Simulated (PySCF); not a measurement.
H6N2O2Sn (SMILES [NH2][Sn]([NH2])([OH])[OH]), singlet, at a GFN2-xTB geometry (such geometries of metal compounds can be far from the true shape) (core potentials on Sn).

Input for PySCF:
```python
from pyscf import gto, scf, dft

mol = gto.Mole()
mol.atom = '''
    N    -1.453443    1.180255   -0.735251
    Sn    0.002694    0.019899    0.003469
    N     1.646594    1.037811    0.547793
    O    -0.691006   -1.019457    1.491960
    O     0.481697   -1.283872   -1.346081
    H    -1.147117    2.143020   -0.823194
    H    -2.254614    1.193680   -0.113691
    H     1.717095    1.090628    1.558819
    H     2.482478    0.557416    0.231698
    H    -0.711588   -1.961522    1.325870
    H     0.101445   -1.118028   -2.207794
'''
mol.basis = 'def2-sv(p)'
mol.ecp = {'Sn': 'def2-sv(p)'}
mol.charge = 0
mol.spin = 0
mol.verbose = 4
mol.max_memory = 1800
mol.build()

mf = dft.RKS(mol)
mf.xc = 'pbe'
mf = mf.density_fit(auxbasis='def2-universal-jkfit')
mf.kernel()
```

What does this run give for the total energy, Mulliken (on the basis functions themselves) charges in atom order, nuclear repulsion energy, number of basis functions, HOMO energy, dipole moment?


```json
{
  "total_energy": "-477.3430 Eh",
  "Mulliken (on the basis functions themselves) charges in atom order": "N1 -0.62, Sn2 0.80, N3 -0.62, O4 -0.59, O5 -0.59, H6 0.24, H7 0.24, H8 0.24, H9 0.24, H10 0.33, H11 0.33",
  "nuclear_repulsion_energy": "306.1802 Eh",
  "number_of_basis_functions": "94",
  "HOMO energy": "-5.79 eV",
  "dipole_moment": "0.63 D"
}
```
